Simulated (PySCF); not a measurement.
**Working out the ionisation energy of Cu**

Cu [Ar] 3d10 4s1 (2S) → Cu⁺ [Ar] 3d10 (1S). Calculation: PySCF 2.14, in def2-TZVP; the non-relativistic Hamiltonian (point nucleus). Frozen: [Ar]. Energies in hartree (1 hartree = 27.21139 eV):

| part | Cu (lower) | Cu⁺ (upper) |
| --- | --- | --- |
| UHF | -1638.923081 | -1638.686359 |
| CCSD correlation | -0.349380 | -0.326847 |
| (T) | -0.011674 | -0.007906 |

Question: What does Hartree-Fock give?

Answer: (-1638.686359) − (-1638.923081) = 0.236722 hartree = 6.442 eV.

Question: What do CCSD and CCSD(T) give?

Answer: The CCSD correlation energies differ by 0.022533 hartree = 0.613 eV and the triples by 0.003768 hartree = 0.103 eV, so CCSD gives 7.055 eV and CCSD(T) 7.158 eV.

Measured between the centres of the two terms (NIST): 7.726 eV, so CCSD(T) (valence) is off by -0.568 eV.

The calculation is non-relativistic.

What remains against the reference includes basis incompleteness, the frozen core and higher excitations.
